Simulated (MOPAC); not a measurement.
A run for MOPAC: AM1 on H2OSSn (SMILES [OH][Sn][SH]), a point of a torsion scan.

```
AM1 1SCF PRECISE CHARGE=0 THREADS=1
H2OSSn

O     -1.08577932 1     0.55715893 1    -0.75631905 1
Sn    -0.19233524 1    -1.18218607 1    -0.13270418 1
S      2.06550501 1    -0.24005524 1    -0.19328818 1
H     -1.95789499 1     0.88681906 1    -0.55774570 1
H      1.64332840 1     0.93725814 1    -0.61704558 1
```

The log:

```
*******************************************************************************
 **                                                                           **
 **                              MOPAC v23.2.5                                **
 **                                                                           **
 *******************************************************************************
 ** MOPAC's Digital Object Identifier: https://doi.org/10.5281/zenodo.6511958 **
 **                                                                           **
 ** Please cite the open-source release paper for use of this MOPAC version:  **
 ** J. E. Moussa and J. J. P. Stewart (2026)                                  **
 ** MOPAC: An open-source semiempirical molecular orbital program             **
 ** J. Open Source Softw., 11(119), 8025, https://doi.org/10.21105/joss.08025 **
 *******************************************************************************

                              AM1 CALCULATION RESULTS

 *******************************************************************************
 *  AM1        - The AM1 Hamiltonian to be used
 *
 *
 *
 *                 CHARGE ON SYSTEM = 0
 *
 *
 *
 *  PRECISE    - TIGHTER CRITERIA TO BE USED
 *  1SCF       - DO 1 SCF AND THEN STOP
 *  THREADS=1  - MULTI-THREADING NOT USED
 *  T=         - A TIME OF 172800.0 SECONDS REQUESTED
 *  DUMP=N     - RESTART FILE WRITTEN EVERY 7200.0 SECONDS REQUESTED
 *******************************************************************************
AM1 1SCF PRECISE CHARGE=0 THREADS=1
 H2OSSn

   ATOM   CHEMICAL          X               Y               Z
  NUMBER   SYMBOL      (ANGSTROMS)     (ANGSTROMS)     (ANGSTROMS)

     1       O         -1.08577932  *   0.55715893  *  -0.75631905  *
     2      Sn         -0.19233524  *  -1.18218607  *  -0.13270418  *
     3       S          2.06550501  *  -0.24005524  *  -0.19328818  *
     4       H         -1.95789499  *   0.88681906  *  -0.55774570  *
     5       H          1.64332840  *   0.93725814  *  -0.61704558  *



          CARTESIAN COORDINATES

    NO.       ATOM           X           Y           Z

     1         O         -1.0858      0.5572     -0.7563
     2        Sn         -0.1923     -1.1822     -0.1327
     3         S          2.0655     -0.2401     -0.1933
     4         H         -1.9579      0.8868     -0.5577
     5         H          1.6433      0.9373     -0.6170

  H: (AM1): M.J.S. DEWAR ET AL, J. AM. CHEM. SOC. 107 3902-3909 (1985)
  O: (AM1): M.J.S. DEWAR ET AL, J. AM. CHEM. SOC. 107 3902-3909 (1985)
  S: (AM1): M.J.S. DEWAR, Y-C YUAN, INORGANIC CHEMISTRY, 29, 3881:3890,  (1990)
 Sn: (AM1): J. J. P. STEWART, J. MOL. MOD., 10, 155-164 (2004)

           Empirical Formula: H2 O Sn S  =     5 atoms



      MOLECULAR POINT GROUP   :   C1


      RHF CALCULATION, NO. OF DOUBLY OCCUPIED LEVELS = 9


 -------------------------------------------------------------------------------
 AM1 1SCF PRECISE CHARGE=0 THREADS=1
 H2OSSn



     1SCF WAS SPECIFIED, SO BFGS WAS NOT USED
     SCF FIELD WAS ACHIEVED


                              AM1 CALCULATION
                                                       MOPAC v23.2.5 Linux




          FINAL HEAT OF FORMATION =        -41.46255 KCAL/MOL =    -173.47929 KJ/MOL


          COSMO AREA              =        117.60 SQUARE ANGSTROMS
          COSMO VOLUME            =        108.80 CUBIC ANGSTROMS

          IONIZATION POTENTIAL    =          8.691174 EV
          HOMO LUMO ENERGIES (EV) =         -8.691 -0.756
          NO. OF FILLED LEVELS    =          9
          MOLECULAR WEIGHT        =        168.7652         POINT GROUP:  C1

          MOLECULAR DIMENSIONS (Angstroms)

            Atom       Atom       Distance
            H     4    S     3     4.19409
            H     5   Sn     2     2.60291
            S     3    O     1     0.28989


          SCF CALCULATIONS        =          1





   ATOM   CHEMICAL          X               Y               Z
  NUMBER   SYMBOL      (ANGSTROMS)     (ANGSTROMS)     (ANGSTROMS)

     1       O         -1.08577932  *   0.55715893  *  -0.75631905  *
     2      Sn         -0.19233524  *  -1.18218607  *  -0.13270418  *
     3       S          2.06550501  *  -0.24005524  *  -0.19328818  *
     4       H         -1.95789499  *   0.88681906  *  -0.55774570  *
     5       H          1.64332840  *   0.93725814  *  -0.61704558  *

                             CARTESIAN COORDINATES

   1    O       -1.085779320     0.557158930    -0.756319050
   2   Sn       -0.192335240    -1.182186070    -0.132704180
   3    S        2.065505010    -0.240055240    -0.193288180
   4    H       -1.957894990     0.886819060    -0.557745700
   5    H        1.643328400     0.937258140    -0.617045580


           Empirical Formula: H2 O Sn S  =     5 atoms



      MOLECULAR POINT GROUP   :   C1


                  EIGENVALUES
 -34.47960 -18.86141 -16.50531 -13.95761 -12.57118 -11.64603 -11.05254  -9.29782
  -8.69117  -0.75572  -0.46998   0.63363   2.29347   6.74975


              NET ATOMIC CHARGES AND DIPOLE CONTRIBUTIONS

  ATOM NO.   TYPE          CHARGE      No. of ELECS.   s-Pop       p-Pop
    1          O          -0.776660        6.7767     1.83700     4.93966
    2         Sn           0.988193        3.0118     1.93823     1.07358
    3          S          -0.536660        6.5367     1.91216     4.62450
    4          H           0.211595        0.7884     0.78841
    5          H           0.113533        0.8865     0.88647
 DIPOLE           X         Y         Z       TOTAL
 POINT-CHG.    -3.280    -5.658     1.786     6.780
 HYBRID        -0.935     3.576    -0.998     3.829
 SUM           -4.215    -2.082     0.789     4.767


          ATOMIC ORBITAL ELECTRON POPULATIONS

     Atom    s        px        py        pz
    1  O   1.83700   1.36422   1.73870   1.83674
    2 Sn   1.93823   0.43223   0.39415   0.24719
    3  S   1.91216   1.56262   1.27888   1.78301
    4  H   0.78841
    5  H   0.88647

 **********************
 *                    *
 * JOB ENDED NORMALLY *
 *                    *
 **********************




 == MOPAC DONE ==
```

The run finished.

Cost: about 0.03 core-seconds (a rough figure).
